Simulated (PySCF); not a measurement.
Delta-SCF ions had no search for a lower state. Excitations are Tamm–Dancoff values on a coarser integration grid. The basis has no diffuse functions, so Rydberg states are missing or too high.

**C3H7NO, SMILES `C(=O)(C)NC` (C–N–C–O torsion 0°) (charge 0, multiplicity 1)**

Calculation: TPSSh-D3(BJ)/def2-TZVP // B3LYP-D3(BJ)/def2-TZVP run with PySCF.

- HOMO = -6.32 eV
- dipole moment = 3.80 D
- LUMO = 0.37 eV
- HOMO–LUMO gap = 6.69 eV
- S1 excitation (TDA) = 5.83 eV
- S1 oscillator strength = 0.002
- brightest of the four lowest singlets (TDA) = 7.37 eV
- T1 excitation (TDA) = 5.27 eV
- S1–T1 gap (TDA) = 0.56 eV
- vertical ionisation energy (Delta-SCF) = 9.34 eV
- total energy = -248.6423 Ha
- cost = very roughly 18 core-minutes

```xyz
12

C     -1.9026     0.0147    -0.0752
N     -0.4930     0.2132    -0.3429
C      0.4923    -0.2889     0.4545
C      1.9011     0.0377    -0.0047
O      0.2644    -0.9459     1.4546
H     -2.4127     0.9667     0.0885
H     -1.9835    -0.5883     0.8258
H     -2.3911    -0.5104    -0.8990
H     -0.2256     0.7477    -1.1513
H      2.6072    -0.4110     0.6879
H      2.0835    -0.3533    -1.0080
H      2.0600     1.1178    -0.0303
```
